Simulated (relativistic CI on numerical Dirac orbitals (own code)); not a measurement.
## Pd⁵⁺: M2,3 absorption edge

Computed with this model: Dirac-Coulomb-Breit CI, separate exchange-only KLI orbitals for each configuration, a model potential for QED, valence Slater integrals scaled by 0.8, multiplet model of core-to-valence dipole absorption; configurations [Kr] 4d5 → [Ne] 3s2 3p5 3d10 4s2 4p6 4d6; 80 K; Lorentzian 1.2 eV and Gaussian 0.4 eV FWHM. Energies are those of the free ion, without screening or charge transfer. The branching ratio is the share of the lower-energy edge in the whole absorption, uncertain by about 0.02 where the edges overlap. S is read from ⟨S²⟩ = S(S + 1).

Field parameters in Wybourne normalisation: D3d B²₀ = −7Dσ, B⁴₀ = −14Dq − 21Dτ, B⁴₃ = −14√(10/7) Dq; D4h B²₀ = −7Ds, B⁴₀ = 21(Dq − Dt), B⁴₄ = 21√(5/14) Dq; Oh B⁴₀ = 21Dq, B⁴₄ = √(5/14) B⁴₀; Td as Oh with Dq negative (B⁴₀ = 21Dq, B⁴₄ = √(5/14) B⁴₀). The field is a parameter set, without covalency.

Case Oh, 10Dq = 43550 cm⁻¹, the dichroism is that of the ground state at zero temperature, magnetised by exchange field 10 meV on Sz. The dichroism I(Δm = −1) − I(Δm = +1), over the sum of the three polarisations, integrates to -0.0741 on the lower edge and -0.0065 on the upper edge. The branching ratio is 0.819.

Task: Use the orbital sum rule with 5 holes to get ⟨Lz⟩.

Result: For a p → d edge ⟨Lz⟩ = 2 × n_h × (sum of both integrals) in this sign convention = -0.81; the ground state itself has ⟨Lz⟩ = -0.79 and ⟨Sz⟩ = -0.18. The rule assumes one radial integral for both edges, which relativistic orbitals only approach.
